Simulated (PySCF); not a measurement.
Molecule: SMILES C[SiH2]c1ccccc1, C7H10Si.

Bonds (- single, = double, # triple, : aromatic): C1-Si2, Si2-C3, C3:C4, C4:C5, C5:C6, C6:C7, C7:C8, C8:C3. C1 carries H9, H10, H11; Si2 carries H12, H13; C4 carries H14; C5 carries H15; C6 carries H16; C7 carries H17; C8 carries H18.

Geometry PBE0-D3(BJ)/def2-SVP throughout; GIAO in PySCF 2.14, gas phase, one conformer, non-relativistic; equivalent atoms averaged; basis pcSseg-1.

Q: How do the absolute shieldings σ depend on the functional? (a selection of nuclei; ppm; last column core-seconds on shared hosts with different chips, so compare them loosely)

A: 
```csv
functional,kind,C4/C8,C3,C6,Si2,H14/H18,H15/H17,H16,H12/H13,H9/H10/H11,core-s
BLYP,GGA,36.7,37.6,42.3,367.5,23.95,24.14,24.16,26.70,30.88,39
BP86,GGA,41.8,43.5,47.4,377.0,23.74,23.93,23.95,26.48,30.78,59
OPBE,GGA,52.7,56.6,58.2,400.3,23.60,23.80,23.81,26.49,30.73,60
PBE0,global hybrid,43.8,46.5,49.3,393.2,23.63,23.81,23.81,26.56,30.76,25
mPW1PW91,global hybrid,42.9,45.7,48.4,391.6,23.70,23.88,23.88,26.65,30.81,25
B97-2,global hybrid,46.3,49.1,51.7,397.7,23.81,23.99,23.99,26.77,30.87,42
CAM-B3LYP,range-separated hybrid,38.4,40.1,43.7,385.7,23.74,23.91,23.91,26.73,30.83,52
wB97X-D,range-separated hybrid,42.8,45.9,48.2,394.0,23.73,23.91,23.90,26.72,30.87,53
LC-wPBE,range-separated hybrid,42.3,45.9,47.6,399.1,23.55,23.72,23.70,26.73,30.82,70
```

Q: Which nucleus among those listed moves most, in ppm?

A: Si2 (silicon bonded to 2 C, 2 H): from 367.5 ppm with BLYP to 400.3 ppm with OPBE. The smallest spread is 0.15 ppm, at H9/H10/H11. Proton shifts span only some 12 ppm, so a few tenths of a ppm matter as much there as several ppm in carbon.
